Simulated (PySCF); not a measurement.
Nb(S)(F)(Me)2 (C2H6FNbS), SMILES [CH3][Nb]([CH3])([F])=[S], multiplicity 1. Geometry: B3LYP-D3(BJ)/def2-SVP. The multiplicity is an assumed one; other spin states were not compared. The def2 effective core potentials stand for the cores of Nb; spin–orbit coupling is left out.

Method: B3LYP-D3(BJ)/def2-SVP in PySCF 2.14.0.

Harmonic wavenumbers (cm⁻¹): 88, 110, 146, 152, 162, 163, 176, 442, 519, 531, 547, 549, 589, 614, 709, 1168, 1176, 1381, 1390, 1391, 1397, 2991, 2994, 3087, 3090, 3113, 3113. Rotational constants (GHz): 2.568, 1.925, 1.910; symmetry number 1.

### Question
Work out the zero-point energy and the ideal-gas rigid-rotor harmonic-oscillator thermochemistry at 298.15 K and 1 atm.

### Answer
ZPE = ½ Σ hcν = ½ × 31792 cm⁻¹ = 45.45 kcal/mol. H − E(el) = 51.69 kcal/mol. Entropy in cal/(mol K): translation 41.37, rotation 27.92, vibration 24.20, total 93.50. G − E(el) = 23.81 kcal/mol. Cp = 31.11 cal/(mol K). Modes under 150 cm⁻¹ make the vibrational entropy uncertain.
